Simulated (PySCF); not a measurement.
C₃H₄O, SMILES O=C1CC1. Coordinates come from a B3LYP-D3(BJ)/def2-SVP optimisation.

The numbers are results of B3LYP-D3(BJ)/def2-SVP in PySCF, not measurements.

Harmonic wavenumbers (cm⁻¹): 319, 507, 617, 702, 733, 961, 1012, 1067, 1069, 1087, 1153, 1383, 1407, 1975, 3105, 3105, 3193, 3203. Rotational constants (GHz): 20.25, 7.415, 5.858; symmetry number 2.

**Question.** Work out the zero-point energy and the ideal-gas rigid-rotor harmonic-oscillator thermochemistry at 298.15 K and 1 atm.

**Answer.** ZPE = ½ Σ hcν = ½ × 26597 cm⁻¹ = 38.02 kcal/mol. H − E(el) = 41.13 kcal/mol. Entropy in cal/(mol K): translation 37.99, rotation 22.04, vibration 3.45, total 63.48. G − E(el) = 22.20 kcal/mol. Cp = 15.57 cal/(mol K).
